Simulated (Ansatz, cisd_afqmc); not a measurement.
Species: Cl, charge 1, triplet.

Total energies in aug-cc-pV(D+d)Z, 6 correlated electrons, 5 frozen orbitals. Radicals and triplets start from unrestricted determinants; spin-orbit coupling is neglected. Cores are frozen in correlated methods. No relativity. AFQMC/CISD: phaseless, guided by CISD from CCSD amplitudes; bars are statistical, one sigma. Outlying blocks are dropped, and bars are widened where a walk drifts. Over all cases where full CI ran beside it in this data, AFQMC minus full CI had a median of +0.1 mEh and passed +0.4 mEh in a tenth of the cases. Full CI freezes restricted core orbitals and the other rows unrestricted ones, which leaves a small offset even where coupled cluster is exact.

```csv
method,program,energy (Eh),error against FCI (mEh)
HF,Ansatz,-459.03842,118.24
MP2,Ansatz,-459.13231,24.34
CCSD,Ansatz,-459.15434,2.32
CCSD(T),Ansatz,-459.15613,0.53
CCSDT(Q),Ansatz,-459.15667,-0.01
CCSDTQ,Ansatz,-459.15670,-0.04
AFQMC/CISD,cisd_afqmc,-459.1565 ± 0.0002,0.2 ± 0.2
FCI,Ansatz,-459.15666,0.00
```

Ansatz is an electronic-structure program.
